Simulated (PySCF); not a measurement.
Species: C₅H₁₀BN.
InChI=1S/C5H10BN/c1-2-5-3-4-6(5)7/h1,5-6H,3-4H2,7H3/t5-,6-/m1/s1

The closed-shell ground state was solved at several levels (PySCF, density fitting, gas phase, non-relativistic). The structure is a single GFN2-xTB conformer in the gas phase; no vibrational or solvent corrections.

| level | basis functions | HOMO (eV) | LUMO (eV) | gap (eV) | dipole (D) |
| --- | --- | --- | --- | --- | --- |
| PBE0/pcSseg-1 | 169 | -6.26 | 0.11 | 6.37 | 6.16 |
| wB97X-D/def2-SVPD | 220 | -8.11 | 1.29 | 9.40 | 6.09 |

What might B3LYP/pcJ-1 (289 basis functions) give for the same quantities?

HOMO -6.02 eV, LUMO -0.25 eV, gap 5.77 eV, dipole 6.13 D.

Over all these levels, which gives the widest orbital gap and which the narrowest?

wB97X-D/def2-SVPD (range-separated hybrid) has the widest, 9.40 eV, and B3LYP/pcJ-1 (global hybrid, 20 % exact exchange) the narrowest, 5.77 eV. Functional and basis both differ between the two, so the spread mixes both effects.

How far do the dipole and the HOMO energy spread over the levels?

The dipole runs from 6.09 to 6.16 D (mean 6.13 D) and the HOMO from -8.11 to -6.02 eV.
